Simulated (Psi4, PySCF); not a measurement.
Here is a job for PySCF.
```python
from pyscf import gto, scf

mol = gto.Mole()
mol.atom = '''
    C    -0.933878   -0.065412    0.013184
    O    -0.952587   -1.261701    0.004908
    O    -0.028036    0.834302    0.006372
    C     1.384468    0.450471   -0.017018
    H     1.943523    1.381171   -0.018539
    H     1.612003   -0.142538    0.867617
    H     1.585926   -0.129789   -0.916310
'''
mol.basis = '6-31g*'
mol.charge = 0
mol.spin = 1
mol.verbose = 4
mol.build()

mf = scf.UHF(mol)
mf.kernel()
```

**Question.** Convert this to an input for Psi4.

**Answer.** This is not unique; one that fits is 
```
memory 2 GB

molecule {
0 2
C    -0.93387820   -0.06541199    0.01318371
O    -0.95258739   -1.26170140    0.00490787
O    -0.02803634    0.83430160    0.00637219
C     1.38446796    0.45047108   -0.01701847
H     1.94352282    1.38117052   -0.01853930
H     1.61200272   -0.14253780    0.86761719
H     1.58592576   -0.12978890   -0.91630983
}

set {
  basis 6-31g*
  reference uhf
  scf_type pk
  puream true
  d_convergence 1e-8
}

energy('scf')
print_variables()
```

Both were run: PySCF gave -227.151122 Eh and Psi4 -227.151122 Eh, 0.000 mEh apart.
